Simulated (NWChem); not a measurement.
# C₃H₄F₂O; SMILES O(C)/C(F)=C/F

```xyz
10

C      0.0605     2.2295    -0.1947
O      0.6274     1.1125     0.4717
C      0.0011    -0.0455     0.2979
F     -1.2808    -0.0509     0.6521
C      0.6097    -1.1428    -0.1546
F     -0.0139    -2.3161    -0.2118
H      0.6886     3.0941     0.0509
H      0.0607     2.0733    -1.2868
H     -0.9686     2.4175     0.1474
H      1.6543    -1.1378    -0.4661
```
Atoms are numbered in this order, from 1.

Program: NWChem. The geometry was optimised at PBE0/def2-SVP. B3LYP is NWChem's, with the RPA form of VWN correlation. Level: B3LYP/def2-SVP with COSMO at NWChem's default radii, gas-phase geometry; rows give the dielectric constant.

```json
[
 {"dielectric constant": "2.4", "electrostatic solvation energy (kcal/mol)": "-2.0", "dipole in solution (D)": "2.81"},
 {"dielectric constant": "3.9", "electrostatic solvation energy (kcal/mol)": "-2.6", "dipole in solution (D)": "2.89"},
 {"dielectric constant": "7.6", "electrostatic solvation energy (kcal/mol)": "-3.1", "dipole in solution (D)": "2.96"},
 {"dielectric constant": "37.5", "electrostatic solvation energy (kcal/mol)": "-3.5", "dipole in solution (D)": "3.01"},
 {"dielectric constant": "46.7", "electrostatic solvation energy (kcal/mol)": "-3.5", "dipole in solution (D)": "3.02"}
]
```
